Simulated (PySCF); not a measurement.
Computed shifts of a molecule C4H6BF, PySCF with PBE0/pcSseg-1, GIAO, gas phase, equivalent atoms averaged, in ppm (number of nuclei): ¹⁹F: -59.2 (1). ¹³C: 192.6 (1), 142.1 (1), 37.5 (1), 17.8 (1). ¹H: 8.43 (1), 6.67 (1), 2.75 (2), 1.30 (2). References: ¹⁹F against CFCl3 (σ = 167.2 ppm); ¹¹B against BF3 (σ = 88.8 ppm); ¹³C against TMS (σ = 186.3 ppm); ¹H against TMS (σ = 31.56 ppm), references at their B3LYP-D3(BJ)/def2-TZVP geometries, non-relativistic. Coordinates come from a TPSSh-D3(BJ)/def2-SVP optimisation. The values are those of a single conformer.

### Question
Which molecule gave these data?
A) FB1CC=CC1
B) CB1C=C(F)C1
C) FB1C=CCC1
D) CC#CB(C)F

### Answer
C, FB1C=CCC1
